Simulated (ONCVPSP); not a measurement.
Sm (Z = 62): variants of one ONCV potential

Base potential:

```json
{"Element": "samarium", "Generator": "ONCVPSP 4.0.1", "Type": "optimised norm-conserving Vanderbilt (ONCV)", "Functional": "PW91", "Relativity": "scalar-relativistic", "Frozen core": "[Kr] 4d10", "Valence charge": "16", "Reference configuration": "4f6 5s2 5p6 6s2", "Partial waves": "5s+6s: rc 2.30 bohr, ncon 3, nbas 7, qcut 4.2 1/bohr, 2 projectors; 5p: rc 2.75 bohr, ncon 4, nbas 8, qcut 4.3 1/bohr, 2 projectors, debl 1.3 Ha; d scattering state at 0.05 Ha: rc 2.10 bohr, ncon 4, nbas 7, qcut 4 1/bohr, 2 projectors, debl 3.6 Ha; 4f: rc 1.30 bohr, ncon 4, nbas 9, qcut 13.2 1/bohr, 2 projectors, debl 0.9 Ha", "Local potential": "polynomial inside 1.25 bohr (lpopt 5, dvloc0 2 Ha)", "Core correction": "none"}
```

All-electron outer shells of the reference configuration (PW91, scalar-relativistic, ld1.x):

```csv
shell,level (eV),outermost node (bohr),outermost maximum (bohr)
5s,-43.32,0.69,1.27
5p,-23.27,0.73,1.43
6s,-3.62,1.70,3.66
4f,-2.53,–,0.61
```

Cutoffs, loose and tight: the cutoffs (Ha) at which the residual kinetic energy of the hardest occupied pseudo-wave falls to 1 and 0.1 mHa per electron. They do not see the model core or the augmentation charge, which bear on the density cutoff. Test errors are all-electron minus pseudo excitation energies from the reference, over the configurations 4f6 5s2 5p6 6s1; 4f6 5s2 5p6 6s0; 4f5 5s2 5p6 6s0; 4f5 5s2 5p6 5d1 6s2. A dash means not determined; rows that change the core or the reference have their own tests.

A true bound ghost makes a file unfit for plane-wave use even where its test errors are small: the radial tests pick states by their node count and pass the ghost by.

| change | outcome | cutoff, loose | cutoff, tight | bound ghosts | GHOST(+) flags above zero | largest test error (meV) |
| --- | --- | --- | --- | --- | --- | --- |
| base | generated | 74 Ha | 84 Ha | none | s | tests left out (the all-electron energies of this program are off by 10 to 40 meV for near-neutral 4f atoms) |
| local potential polynomial inside 1.25 bohr (lpopt 5, dvloc0 -2.5 Ha) | generated | 74 Ha | 84 Ha | s | none | tests left out (the all-electron energies of this program are off by 10 to 40 meV for near-neutral 4f atoms) |
| local potential polynomial inside 1.25 bohr (lpopt 5, dvloc0 -0.5 Ha) | generated | 74 Ha | 84 Ha | s | p | tests left out (the all-electron energies of this program are off by 10 to 40 meV for near-neutral 4f atoms) |
| local potential polynomial inside 1.25 bohr (lpopt 5, dvloc0 1 Ha) | generated | 74 Ha | 84 Ha | s | none | tests left out (the all-electron energies of this program are off by 10 to 40 meV for near-neutral 4f atoms) |
| local potential polynomial inside 1.25 bohr (lpopt 5, dvloc0 2.5 Ha) | generated | 74 Ha | 84 Ha | none | s | tests left out (the all-electron energies of this program are off by 10 to 40 meV for near-neutral 4f atoms) |
| local potential polynomial inside 1.25 bohr (lpopt 5, dvloc0 4 Ha) | generated | 74 Ha | 84 Ha | none | s | tests left out (the all-electron energies of this program are off by 10 to 40 meV for near-neutral 4f atoms) |
| local potential polynomial inside 1.25 bohr (lpopt 5, dvloc0 5 Ha) | generated | 74 Ha | 84 Ha | none | s | tests left out (the all-electron energies of this program are off by 10 to 40 meV for near-neutral 4f atoms) |
| local potential polynomial inside 1.25 bohr (lpopt 5, dvloc0 6.5 Ha) | generated | 74 Ha | 84 Ha | none | none | tests left out (the all-electron energies of this program are off by 10 to 40 meV for near-neutral 4f atoms) |
| local potential polynomial inside 1.25 bohr (lpopt 5, dvloc0 8.5 Ha) | generated | 74 Ha | 84 Ha | none | s | tests left out (the all-electron energies of this program are off by 10 to 40 meV for near-neutral 4f atoms) |
| local potential polynomial inside 1.25 bohr (lpopt 5, dvloc0 9 Ha) | generated | 74 Ha | 84 Ha | none | none | tests left out (the all-electron energies of this program are off by 10 to 40 meV for near-neutral 4f atoms) |

Reading the sweep of the dvloc0 (base included, trends over the rows without a ghost): The loose cutoff stays near 74 Ha. Bound ghosts are found at -2.5, -0.5, 1 Ha.
